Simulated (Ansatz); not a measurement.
# Nudged elastic band run: H4InNO

Input:

```yaml
crystal:
  periodic: [false, false, false]
  atoms:
    - { symbol: "N", position_ang: [-0.907292, 0.790998, -0.975815] }
    - { symbol: In, position_ang: [0.078942, 0.059198, 0.659629] }
    - { symbol: O, position_ang: [1.536455, -1.173588, -0.030957] }
    - { symbol: H, position_ang: [-0.83222, 0.209283, -1.81784] }
    - { symbol: H, position_ang: [-1.886105, 1.071512, -0.854002] }
    - { symbol: H, position_ang: [-0.084811, 0.527785, 2.313059] }
    - { symbol: H, position_ang: [2.09504, -1.485187, 0.705927] }
basis:
  gaussian: { orbitals: def2-SVP }
hamiltonian:
  xc: pbe
  dispersion: d4
neb:
  order_check: false
  images: 7
  f_tol: 0.03
  max_iterations: 60
  final_atoms:
    - { symbol: "N", position_ang: [-0.76977818, 0.70509658, -0.94276087] }
    - { symbol: In, position_ang: [0.05788339, 0.09336014, 0.83899512] }
    - { symbol: O, position_ang: [1.63461453, -1.16597305, 0.621312] }
    - { symbol: H, position_ang: [-0.69162664, 0.04629151, -1.72643279] }
    - { symbol: H, position_ang: [-1.74332702, 1.02737843, -0.89583685] }
    - { symbol: H, position_ang: [-0.26836796, 0.66208323, 2.42725937] }
    - { symbol: H, position_ang: [1.78061088, -1.36823585, -0.32253498] }
  initial_path:
    images:
      - { positions_ang: [[-0.907292, 0.790998, -0.975815], [0.078942, 0.059198, 0.659629], [1.536455, -1.173588, -0.030957], [-0.83222, 0.209283, -1.81784], [-1.886105, 1.071512, -0.854002], [-0.084811, 0.527785, 2.313059], [2.09504, -1.485187, 0.705927]] }
      - { positions_ang: [[-0.90138206, 0.79621351, -0.96830398], [0.09465481, 0.10709233, 0.67497817], [1.57200117, -1.08592948, 0.02681654], [-0.76811829, 0.19864452, -1.78093233], [-1.88781312, 0.98543805, -0.85946945], [-0.0863725, 0.55656148, 2.32518991], [1.97703899, -1.55801942, 0.58172214]] }
      - { positions_ang: [[-0.89547212, 0.80142902, -0.96079296], [0.11036761, 0.15498666, 0.69032734], [1.60754734, -0.99827096, 0.08459008], [-0.70401657, 0.18800604, -1.74402467], [-1.88952124, 0.89936411, -0.8649369], [-0.08793399, 0.58533796, 2.33732082], [1.85903798, -1.63085183, 0.45751729]] }
      - { positions_ang: [[-0.88956218, 0.80664453, -0.95328194], [0.12608042, 0.202881, 0.70567652], [1.6430935, -0.91061244, 0.14236362], [-0.63991486, 0.17736756, -1.707117], [-1.89122937, 0.81329016, -0.87040435], [-0.08949549, 0.61411443, 2.34945173], [1.74103697, -1.70368425, 0.33331243]] }
      - { positions_ang: [[-0.88365224, 0.81186005, -0.94577093], [0.14179323, 0.25077533, 0.72102569], [1.67863967, -0.82295392, 0.20013716], [-0.57581314, 0.16672908, -1.67020934], [-1.89293749, 0.72721622, -0.87587179], [-0.09105698, 0.64289091, 2.36158264], [1.62303595, -1.77651667, 0.20910757]] }
      - { positions_ang: [[-0.85518372, 0.78516918, -0.94501841], [0.12081577, 0.21142153, 0.75051805], [1.66763339, -0.9087087, 0.30543087], [-0.60476652, 0.13661969, -1.6842652], [-1.85553487, 0.80225677, -0.88086306], [-0.13538473, 0.64768899, 2.37800182], [1.66242968, -1.67444646, 0.07619693]] }
      - { positions_ang: [[-0.82671521, 0.75847831, -0.9442659], [0.09983831, 0.17206773, 0.78001041], [1.6566271, -0.99446348, 0.41072458], [-0.63371989, 0.1065103, -1.69832107], [-1.81813225, 0.87729732, -0.88585432], [-0.17971247, 0.65248707, 2.394421], [1.70182342, -1.57237626, -0.0567137]] }
      - { positions_ang: [[-0.79824669, 0.73178744, -0.94351338], [0.07886085, 0.13271394, 0.80950276], [1.64562081, -1.08021826, 0.51601829], [-0.66267326, 0.07640091, -1.71237693], [-1.78072964, 0.95233788, -0.89084559], [-0.22404022, 0.65728515, 2.41084018], [1.74121715, -1.47030605, -0.18962434]] }
      - { positions_ang: [[-0.76977818, 0.70509658, -0.94276087], [0.05788339, 0.09336014, 0.83899512], [1.63461453, -1.16597305, 0.621312], [-0.69162664, 0.04629151, -1.72643279], [-1.74332702, 1.02737843, -0.89583685], [-0.26836796, 0.66208323, 2.42725937], [1.78061088, -1.36823585, -0.32253498]] }
```

Run as:

```bash
$ ansatz run input.yaml --threads 1 --pin off --max-ram 2048MiB --backend cpu --events-out ev --progress --plain --runs-dir out
```

Output, in part (warnings, iteration lines, the closing report on the highest movable image, with atoms numbered from 0):

```
NEB end point (image 0): max|allowed force component| = 7.340e-3 eV/Å (the criterion of neb.relax_end_points is 1.000e-2)
NEB end point (image 8): max|allowed force component| = 3.753e-3 eV/Å (the criterion of neb.relax_end_points is 1.000e-2)
NEB iter   1: max|band force component| = 2.107e1 eV/Å  barrier→ = 2.4745 eV  barrier← = 2.4607 eV  Δτ_max = 0.1923 Å  (234 SCF iters)
NEB iter   2: max|band force component| = 8.650e-1 eV/Å  barrier→ = 0.1683 eV  barrier← = 0.1545 eV  Δτ_max = 0.1448 Å  (232 SCF iters)
NEB iter   3: max|band force component| = 3.723e-1 eV/Å  barrier→ = 0.1467 eV  barrier← = 0.1330 eV  CI = image 4  Δτ_max = 0.0878 Å  (196 SCF iters)
NEB iter   4: max|band force component| = 1.303e-1 eV/Å  barrier→ = 0.1362 eV  barrier← = 0.1224 eV  CI = image 4  Δτ_max = 0.0256 Å  (198 SCF iters)
NEB iter   5: max|band force component| = 5.711e-2 eV/Å  barrier→ = 0.1355 eV  barrier← = 0.1217 eV  CI = image 4  Δτ_max = 0.0248 Å  (199 SCF iters)
NEB iter   6: max|band force component| = 3.477e-2 eV/Å  barrier→ = 0.1353 eV  barrier← = 0.1215 eV  CI = image 4  Δτ_max = 0.0175 Å  (199 SCF iters)
NEB iter   7: max|band force component| = 1.933e-2 eV/Å  barrier→ = 0.1352 eV  barrier← = 0.1214 eV  CI = image 4  Δτ_max = 0.0000 Å  (381 SCF iters)
Total energy: -8769.07292168 eV, -322.2574859805 hartree
Atom 0 at    -0.904398     0.697582    -0.924979 Å, force     0.003018    -0.000068     0.006796 eV/Å
Atom 1 at     0.137073     0.134742     0.741328 Å, force    -0.003902     0.003422     0.000696 eV/Å
Atom 2 at     1.854663    -0.841581     0.241620 Å, force    -0.007308    -0.016565     0.000032 eV/Å
Atom 3 at    -0.731684     0.188325    -1.797250 Å, force     0.003066    -0.003103    -0.005182 eV/Å
Atom 4 at    -1.898505     0.933204    -0.850279 Å, force    -0.003930     0.002153    -0.000294 eV/Å
Atom 5 at    -0.170539     0.695151     2.345038 Å, force     0.001738    -0.000193    -0.000743 eV/Å
Atom 6 at     1.713398    -1.807422     0.244523 Å, force     0.007318     0.014356    -0.001305 eV/Å
Dipole moment:    -0.506540    -0.226913    -0.009172 e Å
```

It converged. A vibrational analysis at the climbing image gives one clearly imaginary mode, 297i cm⁻¹: a first-order saddle point.

Final band (atoms are numbered from 1 in the order of the input):

```
image  path coordinate (Å)  energy (eV)  dihedral N1–In2–O3–H7 (°)
    0                 0.00        0.000                        175
    1                 0.25        0.018                       -165
    2                 0.50        0.065                       -142
    3                 0.75        0.114                       -119
    4                 1.00        0.135                        -95
    5                 1.26        0.113                        -70
    6                 1.53        0.065                        -44
    7                 1.79        0.026                        -20
    8                 2.05        0.014                         -3
```

The run took 120 s on 1 thread of Intel(R) Xeon(R) Processor @ 2.70GHz (shared host), peak memory 0.14 GiB.
